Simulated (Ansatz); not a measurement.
`CC(C)CCCl` + `CCOBS` → `CC(C)OBS` + `CCCCCl`  (formal exchange of groups at a C–C bond)

Program: Ansatz. Geometries: PBE0-D4/def2-TZVP. ΔE: electronic, gas phase. CCSD(T)/CBS is the MP2 limit (def2-TZVPP, def2-QZVPP) plus CCSD(T) − MP2 in def2-TZVPP, frozen cores. DFT in def2-TZVPP. B3LYP here is the variant with VWN-RPA as its local correlation; programs differ in this. Each species was taken in one conformer, which may not be the lowest.

Problem. Is it downhill or uphill in electronic energy at CCSD(T)/CBS, and by how much? (Estimate.)

Solution. Ansatz gave: Downhill: ΔE = -2.8 kcal/mol.

Problem. What do these levels give: PBE0-D4, B3LYP-D4, r2SCAN, B3LYP, HF/def2-TZVPP, SCS-MP2/def2-TZVPP? (Best estimate.)

Solution. The calculation gave: PBE0-D4 -3.0, B3LYP-D4 -3.1, r2SCAN -3.4, B3LYP -3.9, HF/def2-TZVPP -4.1, SCS-MP2/def2-TZVPP -2.7 kcal/mol.

Largest T1 diagnostic among the species: 0.013.

The D4 term adds +0.8 kcal/mol with B3LYP and +0.4 kcal/mol with PBE0; it sums over pairs of atoms, weighted by their polarisabilities, and B3LYP, whose exchange is more repulsive, gets the larger term. In def2-TZVPP, CCSD(T) changes the Hartree–Fock value by +1.3 kcal/mol (the triples alone add +0.1 kcal/mol) and MP2 by +1.6 kcal/mol.
